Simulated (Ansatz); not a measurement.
Problem. Name a neutral molecule of C, Sn and H with HOMO energy (B3LYP/def2-TZVPP) between -5.55 and -5.25 eV and LUMO energy (ωB97M-V/def2-TZVPP) between -0.85 and -0.55 eV (Ansatz, PBE0-D4/def2-TZVP geometry).

Solution. `C[CH](C)[Sn][CH](C)C` (-5.46 eV, -0.61 eV); `C[CH2][Sn][CH2]C` (-5.55 eV, -0.65 eV). Other molecules can fit too; these were computed, each in one conformer that needn't be the lowest.

B3LYP here is the variant with VWN-RPA as its local correlation; programs differ in this.
